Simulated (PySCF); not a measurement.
This PySCF input asks for the NMR shieldings of `InChI=1S/C2H10O2Si2/c1-4-6(3)5-2/h3,6H,5H2,1-2H3/t6-/m1/s1`; the geometry comes from GFN2-xTB.

```python
import basis_set_exchange as bse
import numpy as np
from pyscf import gto, dft
from pyscf.prop import nmr

atoms = """
C    -3.042082   -0.077588    0.023294
O    -1.702499   -0.435165    0.186350
Si   -0.387768    0.319977   -0.419077
O    -0.382189    1.919661   -0.070640
Si    1.240233   -0.942319    0.583773
C     2.943015   -0.157826    0.263081
H    -3.396567   -0.376103   -0.966230
H    -3.628139   -0.593030    0.785539
H    -3.177849    1.001622    0.129564
H    -0.468772    0.474667   -1.873108
H    -0.317973    2.253095    0.820183
H     1.291873   -2.320619    0.070915
H     1.127298   -1.074932    2.051856
H     3.739204   -0.744015    0.710471
H     3.148693   -0.084871   -0.800925
H     3.005922    0.846392    0.673171
"""
names = dict.fromkeys(["C", "O", "Si", "H"], "pcSseg-1")
basis = {el: gto.basis.parse(bse.get_basis(n, elements=[el], fmt="nwchem")) for el, n in names.items()}
mol = gto.M(atom=atoms, basis=basis, charge=0, verbose=0)
mf = dft.RKS(mol, xc="PBE0")
mf.grids.level = 2
mf.grids.alignment = dft.numint.BLKSIZE   # the property module wants whole blocks of grid points
mf.conv_tol = 1e-9
mf.kernel()

calc = nmr.RKS(mf)   # GIAO
C = mf.mo_coeff
Co = C[:, mf.mo_occ > 0]
resp = mf.gen_response(singlet=True, hermi=2)
def vind(x):   # induced exchange potential for any number of trial vectors
    d = np.einsum("pi,xij,qj->xpq", C, 2 * x.reshape(-1, C.shape[1], Co.shape[1]), Co, optimize=True)
    return np.einsum("xpq,pi,qj->xij", resp(d - d.transpose(0, 2, 1)), C, Co, optimize=True).ravel()
mo1, _ = nmr.rhf.solve_mo1(calc, with_cphf=vind)
sigma = calc.kernel(mo1)
for i, s in enumerate(sigma):   # ppm
    w = np.linalg.eigvalsh((s + s.T) / 2)
    print("%2d %-2s iso %8.1f  s11 %8.1f  s22 %8.1f  s33 %8.1f" % (i, mol.atom_pure_symbol(i), w.mean(), *w))
```

Task: What are the results?

Result: 
```
 0 C  iso    134.8  s11    104.3  s22    114.8  s33    185.3
 1 O  iso    287.8  s11    220.6  s22    287.8  s33    355.0
 2 Si iso    359.9  s11    341.0  s22    354.9  s33    383.7
 3 O  iso    279.2  s11    247.8  s22    276.8  s33    312.9
 4 Si iso    435.6  s11    406.0  s22    422.0  s33    478.8
 5 C  iso    197.7  s11    191.7  s22    198.5  s33    202.7
 6 H  iso     28.0  s11     23.6  s22     25.6  s33     34.6
 7 H  iso     27.8  s11     23.5  s22     25.7  s33     34.4
 8 H  iso     27.7  s11     22.8  s22     26.2  s33     34.0
 9 H  iso     26.6  s11     23.6  s22     24.4  s33     31.6
10 H  iso     30.1  s11     23.7  s22     24.4  s33     42.2
11 H  iso     28.1  s11     24.4  s22     26.8  s33     33.0
12 H  iso     27.9  s11     24.4  s22     26.6  s33     32.7
13 H  iso     31.5  s11     26.5  s22     28.4  s33     39.7
14 H  iso     31.8  s11     27.2  s22     29.2  s33     39.0
15 H  iso     31.8  s11     27.0  s22     29.9  s33     38.6
```

These numbers come from an equivalent density-fitted implementation of the same equations, which agrees with the script to about 0.01 ppm for H and up to a few tenths of a ppm for heavy atoms, so last digits may differ.

Size and cost of the density-fitted run: 166 basis functions, 47 s wall time on 1 thread of an Arm Neoverse N1, shared host; peak memory 0.85 GiB.
